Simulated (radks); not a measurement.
Results of a calculation; reference values are marked as such.
Task: The mean radii <r> (bohr) of the occupied orbitals of an atom or ion are listed with their occupations. Level of theory: Dirac Kohn-Sham, SOGGA, spin-unpolarised, spherical densities, point nucleus (a radial shooting solver on a logarithmic mesh with Libxc functionals).

| orbital | occ. | <r> |
|---|---|---|
| 1s1/2 | 2 | 0.04552 |
| 2s1/2 | 2 | 0.2026 |
| 2p1/2 | 2 | 0.1747 |
| 2p3/2 | 4 | 0.1784 |
| 3s1/2 | 2 | 0.5984 |
| 3p1/2 | 2 | 0.6098 |
| 3p3/2 | 4 | 0.6204 |
| 3d3/2 | 4 | 0.6697 |
| 3d5/2 | 6 | 0.6741 |
| 4s1/2 | 2 | 1.741 |

Name the element and its charge. Open shells, if any, fill j = l - 1/2 first.

Result: Z = 33, arsenic, charge +3: As3+ in [Ar] 3d10 4s2. The 1s radius gives Z: for a bare nucleus <r> = (2 gamma + 1)/(2Z) with gamma = sqrt(1 - (Z/c)^2), 0.04456 bohr for Z = 33, and screening makes it slightly larger (0.04552 here). The occupations add up to 30, and the charge is Z minus that.
